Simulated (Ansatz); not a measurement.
Species: dimethylborinic acid, C₂H₇BO, charge 0, multiplicity 1. SMILES: CB(C)O
Coordinates optimised at B3LYP-D3(BJ)/def2-TZVP (Ansatz, an electronic-structure program):
```
B
O 1 1.3670
H 2 0.9631 1 113.53
C 1 1.5715 2 116.87 3 -178.60
H 4 1.0907 1 112.96 2 -12.35
H 4 1.0935 5 108.91 1 124.97
H 4 1.0963 5 107.65 6 114.19
C 1 1.5780 2 121.14 3 1.54
H 8 1.0933 1 111.57 2 -135.27
H 8 1.0937 9 108.06 1 -126.66
H 8 1.0960 9 105.72 10 -114.63
```

Computed values are from Ansatz. Correlated levels leave the core frozen unless marked. Open shells are spin-unrestricted. No spin-orbit coupling. No relativistic terms. Basis-set limits of correlation are two-point, X^-3; Hartree-Fock from the larger set. [CCSD(T)-MP2]/basis is that difference in the basis named.

Problem. What is the atomisation energy De at RI-MP2/CBS(aug-cc-pVTZ,aug-cc-pVQZ)+[CCSD(T)-MP2]/aug-cc-pVTZ?

Solution. 1047.1 kcal/mol.

Problem. What is the total energy at RI-MP2/CBS(aug-cc-pVTZ,aug-cc-pVQZ)+[CCSD(T)-MP2]/aug-cc-pVTZ?

Solution. -180.3613 Eh.

Problem. What is the dipole moment at CCSD(T)/aug-cc-pVDZ?

Solution. 1.37 D.

Problem. What is the T1 diagnostic at CCSD/aug-cc-pVTZ?

Solution. 0.012.
